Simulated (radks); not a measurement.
Results of a calculation; reference values are marked as such.
Cd13+, configuration [Ar] 3d10 4s2 4p5.

Code: a radial shooting solver on a logarithmic mesh with Libxc functionals. Model: non-relativistic Kohn-Sham, PBE, spin-polarised, spherical densities, point nucleus; open shells are filled with parallel spins first (spin-orbit coupling, left out, can overturn this in heavy ions); relativity is left out, which matters for an element this heavy.

Energy parts (eV):
part                       energy
total                 -147198.684
kinetic                147151.042
electron-nucleus      -339864.328
Hartree                 49334.105
exchange-correlation    -3819.504

Orbitals (lengths in bohr, moments of r in powers of bohr; <r^-3> diverges for s and p1/2; r(90%) holds 90 % of the orbital's charge):
orbital  occ.  eigenvalue (eV)      <r>  r(90%)  <r^-3>
1s up       1        -25948.19  0.03171  0.0564       -
1s down     1        -25947.87  0.03171  0.0564       -
2s up       1        -4026.446   0.1373   0.211       -
2s down     1        -4026.264   0.1373   0.211       -
2p up       3        -3774.452   0.1172   0.190    3557
2p down     3        -3774.151   0.1172   0.190    3557
3s up       1        -980.3930   0.3692   0.542       -
3s down     1        -980.0658   0.3691   0.542       -
3p up       3        -878.1860   0.3603   0.540   642.0
3p down     3        -877.8093   0.3603   0.540   641.9
3d up       5        -689.9503   0.3309   0.521   101.5
3d down     5        -689.5738   0.3308   0.520   101.5
4s up       1        -356.3805   0.8278    1.18       -
4s down     1        -354.4084   0.8282    1.18       -
4p up       3        -320.0277   0.8531    1.22   145.4
4p down     2        -318.0862   0.8538    1.23   145.4

The highest occupied level is 4p down at -318.09 eV. The electron density at the nucleus is 7.775e+04 e/bohr^3. Spin moment in Bohr magnetons: 1. Virial ratio -V/T = 2.00032. For comparison, the ionisation energy in NIST's Atomic Spectra Database is 329 eV (theoretical). In exact Kohn-Sham theory the highest level is minus the ionisation energy, but local and semilocal functionals leave it too shallow, through self-interaction and a potential that decays too fast; potentials with the right tail come closer. The spin density at the nucleus is -0.4050 e/bohr^3 (1s -0.5131, 2s 0.0943, 3s 0.0879, 4s -0.0741). The density falls to 0.001 e/bohr^3 at r = 1.95 bohr. Summed over all electrons, <r^2> = 8.300 bohr^2, which gives a Langevin (diamagnetic) susceptibility term of -6.57 x 10^-6 cm^3/mol.
